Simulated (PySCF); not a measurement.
Geometry:
```
atom   x (Å)   y (Å)   z (Å)
  C1   1.769   1.247   0.569
  C2   1.647   0.103  -0.098
  C3   2.794  -0.643  -0.695
  C4   0.317  -0.534  -0.298
  O5   0.167  -1.573  -0.890
  O6  -0.694   0.157   0.240
  C7  -1.994  -0.416   0.070
  C8  -2.988   0.501   0.732
  H9   2.740   1.707   0.714
 H10   0.906   1.750   0.984
 H11   2.859  -1.650  -0.278
 H12   3.733  -0.120  -0.512
 H13   2.658  -0.765  -1.772
 H14  -2.001  -1.415   0.513
 H15  -2.192  -0.531  -0.998
 H16  -2.965   1.494   0.279
 H17  -2.777   0.602   1.798
 H18  -3.995   0.096   0.618
```

[PySCF 2.14: PBE0-D3(BJ)/def2-TZVP geometry; PBE0/pcSseg-2 with gauge-including orbitals; one computed conformer; no relativistic terms; equivalent nuclei averaged; gas phase]

Problem. Predict the 2D correlation tables (HSQC, COSY, HMBC).

Solution. 

HSQC (one-bond C–H):
```csv
δH,δC
6.56 (H10),135.8 (C1)
5.99 (H9),135.8 (C1)
4.05 (H14/H15),65.1 (C7)
1.98 (H11/H12/H13),22.5 (C3)
1.30 (H16/H17/H18),15.6 (C8)
```

COSY cross peaks (H two or three bonds apart, from the bond graph; peaks can be absent where the dihedral angle is near 90°):
```csv
δH,δH
6.56 (H10),5.99 (H9)
4.05 (H14/H15),1.30 (H16/H17/H18)
```

HMBC (two and three bonds, from the bond graph):
```csv
δH,δC
6.56 (H10),"176.3 (C4), 151.2 (C2), 22.5 (C3)"
5.99 (H9),"176.3 (C4), 151.2 (C2), 22.5 (C3)"
4.05 (H14/H15),"176.3 (C4), 15.6 (C8)"
1.98 (H11/H12/H13),"176.3 (C4), 151.2 (C2), 135.8 (C1)"
1.30 (H16/H17/H18),65.1 (C7)
```

Shifts are taken against calculated references (same method and geometry level): TMS for 1H (31.52 ppm) and 13C (186.03 ppm).

Short H···H contacts in this conformer between protons four or more bonds apart (candidates for NOE cross peaks, intensity ∝ r⁻⁶): H9···H12 2.41 Å.

Shifts are as computed. Against solution values, carbons near 30 ppm lie about +3 ppm off and those near 130 ppm about +9 ppm. Of 1211 compounds with measured shifts, 218 miss one by over three times the rms of a fit or turn the order of signals round; such compounds aren't used in these exercises.
